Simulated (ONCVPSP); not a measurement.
## Varying the ONCV potential for boron

Base potential:

- Element: boron
- Generator: ONCVPSP 4.0.1
- Type: optimised norm-conserving Vanderbilt (ONCV)
- Functional: LDA (Perdew-Zunger)
- Relativity: scalar-relativistic
- Frozen core: [He]
- Valence charge: 3
- Reference configuration: 2s2 2p0.5 (charge +0.5)
- Partial waves: 2s: rc 1.35 bohr, ncon 5, nbas 8, qcut 5.3 1/bohr, local; 2p: rc 2.50 bohr, ncon 4, nbas 9, qcut 6.1 1/bohr, 2 projectors, debl 3 Ha
- Local potential: the s channel
- Core correction: Teter function, fcfact 5.75, rcfact 1.35

Cutoffs, loose and tight: the cutoffs (Ha) at which the residual kinetic energy of the hardest occupied pseudo-wave falls to 1 and 0.1 mHa per electron. They do not see the model core or the augmentation charge, which bear on the density cutoff. Test errors are all-electron minus pseudo excitation energies from the reference, over the configurations 2s2 2p1; 2s2 2p0; 2s1 2p0; 2s1 2p1. A dash means not determined; rows that change the core or the reference have their own tests.

| change | outcome | cutoff, loose | cutoff, tight | bound ghosts | GHOST(+) flags above zero | largest test error (meV) |
| --- | --- | --- | --- | --- | --- | --- |
| base | generated | 12 Ha | 25 Ha | none | none | +72 |
| s: rc 1.9 | generated | 10 Ha | 14 Ha | none | none | +70 |
| s: qcut 3.9; p: qcut 4.5 | generated | 25 Ha | 70 Ha | none | none | +110 |
| core correction Teter function, fcfact 5.6, rcfact 1.35 | generated | 12 Ha | 25 Ha | none | none | +73 |

(1) What comes out with this change to the base: all radii but the core radius scaled by about 0.83 (s 1.12, p 2.06 bohr)?

## Answers

(1) outcome: generated; cutoff, loose: 42 Ha; cutoff, tight: 118 Ha; bound ghosts: none; GHOST(+) flags above zero: none; largest test error (meV): +52.
